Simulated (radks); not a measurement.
The platinum ion Pt+ inside a hard spherical wall (all orbitals vanish at R), configuration held at [Xe] 4f14 5d9 and not refilled when levels cross. All-electron calculation, scalar-relativistic Kohn-Sham, LDA (Slater exchange, VWN5 correlation), spin-polarised, spherical densities, finite nucleus; open shells are filled with parallel spins first (spin-orbit coupling, left out, can overturn this in heavy ions); Fermi nuclear charge, rms radius 5.427 fm. Program: a radial shooting solver on a logarithmic mesh with Libxc functionals. Eigenvalues in eV for spin up, with the zero of energy where the potential of the charges vanishes at infinity; a dash marks a level that is unbound or too diffuse for the functional's potential to be trusted. A positive occupied level is held by the wall or, in an anion where self-interaction has pushed it up, behind a barrier. The pressure on the wall is -dE/dV.

| R (bohr) | E (hartree) | kinetic (hartree) | e(5s) | e(4f) | e(5p) | e(5d) | e(6s, empty) | e(6p, empty) | pressure (GPa) |
|---|---|---|---|---|---|---|---|---|---|
| free | -18399.1040 | 20503.908 | -110.63 | -78.818 | -64.875 | -14.856 | -13.400 | -6.913 | 0 |
| 12 | -18399.1040 | 20503.908 | -110.63 | -78.818 | -64.875 | -14.856 | -13.400 | -6.912 | < 0.0001 |
| 10 | -18399.1040 | 20503.909 | -110.63 | -78.817 | -64.875 | -14.856 | -13.400 | -6.901 | < 0.0001 |
| 7 | -18399.1035 | 20503.915 | -110.60 | -78.781 | -64.840 | -14.825 | -13.351 | -6.599 | 0.0490 |
| 6 | -18399.1005 | 20503.943 | -110.46 | -78.640 | -64.708 | -14.707 | -13.166 | -5.995 | 0.423 |
| 5 | -18399.0818 | 20504.084 | -109.88 | -78.036 | -64.155 | -14.205 | -12.362 | -4.189 | 3.82 |
| 3.5 | -18398.7408 | 20505.936 | -104.89 | -72.640 | -59.462 | -9.570 | -4.228 | 8.906 | 133 |
| 3 | -18398.1289 | 20508.790 | -99.692 | -66.790 | -54.613 | -4.182 | 6.276 | 23.794 | 516 |
| 2.5 | -18396.2622 | 20516.976 | -89.623 | -54.932 | -44.920 | 7.708 | 31.523 | 56.958 | 2400 |
| 2 | -18389.4869 | 20545.077 | -67.585 | -28.376 | -21.643 | 37.933 | 100.24 | 139.91 | 14800 |
| 1.5 | -18357.9088 | 20663.186 | -1.892 | 40.411 | 54.440 | 134.34 | 321.15 | 386.73 | 138000 |
